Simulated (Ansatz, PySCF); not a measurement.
Molecule: sum formula BN$_{2}$H$_{5}$ (charge 0, singlet). 
Geometry from a B3LYP-D3(BJ)/def2-TZVP (Ansatz, a first-principles code) optimisation:
```
B
N 1 1.4120
H 2 1.0034 1 122.04
H 2 1.0060 3 113.52 1 -180.00
N 1 1.4120 2 122.86 3 -180.00
H 5 1.0034 1 122.04 2 -180.00
H 5 1.0060 6 113.52 1 -180.00
H 1 1.1954 2 118.57 3 0.00
```
Charge 0, spin multiplicity 1.

Quantity: vertical ionisation energy (to the doublet state of charge +1; each state is the SCF solution reached for its spin; the UHF <S^2> is 0.90 for the doublet (pure: 0.75)), in eV. Valence correlation only, unless marked. UHF or UKS for open shells. No spin-orbit coupling. Non-relativistic. CBS marks a two-point X^-3 extrapolation of the correlation energy; Hartree-Fock from the larger set. [CCSD(T)-MP2]/basis is that difference in the basis named. The program attaches cautions to a run behind RI-MP2/CBS(aug-cc-pVTZ,aug-cc-pVQZ)+[CCSD(T)-MP2]/aug-cc-pVTZ: other roots.

RI-MP2/CBS(aug-cc-pVTZ,aug-cc-pVQZ)+[CCSD(T)-MP2]/aug-cc-pVTZ (Ansatz) gives 9.57 eV.

Problem. Another calculation gave 9.24 eV. Which level was it?
A. CAM-B3LYP/def2-TZVPD (Ansatz)
B. M06-2X/def2-TZVPD (PySCF)
C. PBE/def2-TZVPD (Ansatz)
D. BHLYP/def2-TZVPD (Ansatz)

Solution. D, BHLYP/def2-TZVPD (Ansatz). The others give 9.09 (PBE), 9.42 (CAM-B3LYP), 9.59 (M06-2X) eV.
